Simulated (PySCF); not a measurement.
All values below come from B3LYP-D3(BJ)/def2-TZVP run with PySCF 2.14.0. Gas-phase values, no solvent. One relaxed conformer stands for a flexible species; it need not be the lowest. B3LYP has the VWN-RPA correlation part, as in Gaussian. 

Reference species (SMILES): `OCN=C` (C–N–C–O torsion -130°, N–C–O–H torsion -47°) (neutral, multiplicity 1).

HOMO–LUMO gap: 6.59 eV
HOMO: -7.52 eV

Changed species: `C/N=C/O` (N–C–O–H torsion 0°).

Problem. What does the change do to the HOMO–LUMO gap and HOMO?

Solution. the HOMO–LUMO gap rises by 1.10 eV, to 7.69 eV; the HOMO goes up by 0.09 eV, to -7.43 eV.
